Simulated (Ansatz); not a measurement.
(F)3Sn-S-SiH3 (SiSnH₃SF₃). Total charge 0; triplet. Geometry PBE-D4/def2-SVP, that of the neutral singlet; atoms count from 1.

```xyz
9

Sn    1.518    0.284    0.675
F     0.701    1.754   -0.312
F     1.983    0.967    2.429
F     3.225   -0.072   -0.172
S    -0.076   -1.499    0.627
Si   -1.578   -0.478   -0.619
H    -2.132    0.726    0.075
H    -1.019   -0.133   -1.964
H    -2.622   -1.549   -0.739
```

In the def2 sets Sn takes a core potential; there is no spin–orbit coupling. At PBE0-D4/def2-TZVP a singlet of charge 0 lies 3.66 eV below the triplet at the same geometry.

**Question.** Estimate the Mulliken populations from the PBE0/def2-TZVP orbitals of Ansatz.

**Answer.** 
| atom | charge (e) | spin (α − β) |
| --- | --- | --- |
| Sn1 | 1.12 | 0.61 |
| F2 | -0.49 | 0.05 |
| F3 | -0.47 | 0.08 |
| F4 | -0.48 | 0.08 |
| S5 | 0.02 | 1.11 |
| Si6 | 0.13 | 0.00 |
| H7 | 0.07 | 0.04 |
| H8 | 0.07 | 0.04 |
| H9 | 0.03 | 0.00 |
Mulliken values depend strongly on the basis.

**Question.** Where does the spin sit?

**Answer.** Summed by element: Sn 0.61, F 0.21, S 1.11, Si 0.00, H 0.07, of 2 unpaired in all. Largest on single atoms: S5 1.11, Sn1 0.61, F4 0.08.

**Question.** And the Mayer bond orders between heavy atoms (over 0.3)?

**Answer.** Sn1–F2 0.72 (1.95 Å); Sn1–F3 0.78 (1.94 Å); Sn1–F4 0.78 (1.94 Å); Sn1–S5 0.44 (2.39 Å); S5–Si6 0.99 (2.20 Å).
